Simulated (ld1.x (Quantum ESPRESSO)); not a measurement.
**Which change was made? (Hg, TM)**

ld1.x (Quantum ESPRESSO) 7.5 input, shortened:

```
&input
   title='Hg', zed=80., rel=1, dft='BP', iswitch=3,
   config='[Xe] 4f14 5d9 5f-2 6s0 6p0'
 /
 &inputp
   pseudotype=2, tm=.true., lloc=-2, rcloc=1.20,
   nlcc=.false.
 /
4
5S  1  0   2.00   0.00  1.40  1.40  0.0
5P  2  1   6.00   0.00  1.45  1.45  0.0
5D  3  2   9.00   0.00  1.50  1.50  0.0
5F  4  3  -2.00   0.15  1.30  1.30  0.0
 &test
   configts(1)='5s2 5p6 5d9 6s0 6p0'
 /
```

Cutoffs, loose and tight: the cutoffs (Ry, on a coarse ladder) from which the occupation-weighted sum of valence levels, in a spherical-Bessel basis at the reference potential, stays within 10 and 1 mRy of its value at 400 Ry. They do not see the model core or the augmentation charge, which bear on the density cutoff. Test errors are all-electron minus pseudo excitation energies from the reference, over the configurations 5s2 5p6 5d10 6s2 6p0; 5s2 5p6 5d10 6s1 6p0; 5s2 5p6 5d10 6s0 6p0; 5s2 5p6 5d10 6s0 6p1; 5s2 5p6 5d9 6s2 6p0; 5s2 5p6 5d10 6s0 6p2; 5s2 5p6 5d9 6s2 6p1; variants that change the core or the reference have their own tests. The largest error is taken over the tests solved by every variant that gives reliable tests at all, those not shown here included: 5s2 5p6 5d10 6s0 6p0; 5s2 5p6 5d10 6s0 6p1; 5s2 5p6 5d10 6s0 6p2.

The base gives: outcome: generated; cutoff, loose: 90 Ry; cutoff, tight: 120 Ry; bound ghosts: none; largest test error (meV): +84.

(1) After one change the result is: outcome: generated; cutoff, loose: 50 Ry; cutoff, tight: 70 Ry; bound ghosts: none; largest test error (meV): +53. Which change was it?
A. all radii scaled by about 1.06 (s 1.48, p 1.54, d 1.58, f 1.38 bohr); local potential all-electron potential smoothed inside 1.26 bohr (lloc = -2)
B. all radii scaled by about 1.19 (s 1.66, p 1.72, d 1.78, f 1.54 bohr); local potential all-electron potential smoothed inside 1.42 bohr (lloc = -2)
C. all radii scaled by about 1.37 (s 1.92, p 2.00, d 2.06, f 1.78 bohr); local potential all-electron potential smoothed inside 1.64 bohr (lloc = -2)
D. all radii scaled by about 0.75 (s 1.04, p 1.08, d 1.12, f 0.98 bohr); local potential all-electron potential smoothed inside 0.90 bohr (lloc = -2)

## Answers

(1) C. The others give: all radii scaled by about 1.06 (s 1.48, p 1.54, d 1.58, f 1.38 bohr); local potential all-electron potential smoothed inside 1.26 bohr (lloc = -2) → outcome: generated; cutoff, loose: 70 Ry; cutoff, tight: 100 Ry; bound ghosts: none; largest test error (meV): -65 | all radii scaled by about 0.75 (s 1.04, p 1.08, d 1.12, f 0.98 bohr); local potential all-electron potential smoothed inside 0.90 bohr (lloc = -2) → outcome: generated; cutoff, loose: 180 Ry; cutoff, tight: 260 Ry; bound ghosts: f; largest test error (meV): +159 | all radii scaled by about 1.19 (s 1.66, p 1.72, d 1.78, f 1.54 bohr); local potential all-electron potential smoothed inside 1.42 bohr (lloc = -2) → outcome: generated; cutoff, loose: 50 Ry; cutoff, tight: 80 Ry; bound ghosts: s; largest test error (meV): +345.
